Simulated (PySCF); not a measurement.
Compound: NiI₂ (triplet state).
Cartesian coordinates in Å at the PBE0-D3(BJ)/def2-SVP level; atoms count from 1:
```
atom  x, y, z in Å
Ni1   -0.0060   -0.0308   -0.0070
I2    -0.0096   -0.0374    2.4026
I3    -0.0008   -0.0291   -2.4156
```

Computed with PBE0-D3(BJ)/def2-SVP geometry optimisation, gas phase, def2 core potentials past Kr in PySCF.

Q: Which atoms are bound to Ni1, and at what distances?

A: 2 atoms: I3 2.409 Å, I2 2.410 Å.

Q: What is the shape at Ni1?

A: Linear: angle 179.9°.

Q: What are the rotational constants (commonest isotopes, rigid rotor)?

A: B = 343.1 MHz (linear).

Point group: D∞h (every atom within 0.08 Å of its image). Charge 0, triplet. ⟨S²⟩ = 2.004 (exact for a triplet: 2.00). No frequency check.

On one thread of an Arm Neoverse V1 (shared host), this took 89 s and 0.38 GiB of memory at its peak. That covers the optimisation of the geometry.

---

Species: CoI2 (quartet state).
Bonds: Co1–I2, Co1–I3.

Theory: PBE0-D3(BJ)/def2-SVP geometry optimisation, gas phase, def2 core potentials past Kr in PySCF.

Task: How far are the bound atoms from Co1?

Result: 2 atoms: I3 2.430 Å, I2 2.430 Å.

Task: What is the shape at Co1?

Result: Linear: angle 179.8°.

Task: What are the rotational constants (commonest isotopes, rigid rotor)?

Result: B = 337.1 MHz (linear).

Point group: D∞h (tolerance 0.08 Å). Charge 0, quartet. ⟨S²⟩ = 3.757 (exact for a quartet: 3.75). No PBE0-D3(BJ)/def2-SVP frequencies stand behind this structure, so it isn't proved a minimum.

On an Intel Xeon 6975P-C with one thread, shared host with 192 logical CPUs at a one-minute load of 61, this took 56 s of wall time and 0.39 GiB of memory at its peak. That covers the optimisation of the geometry.
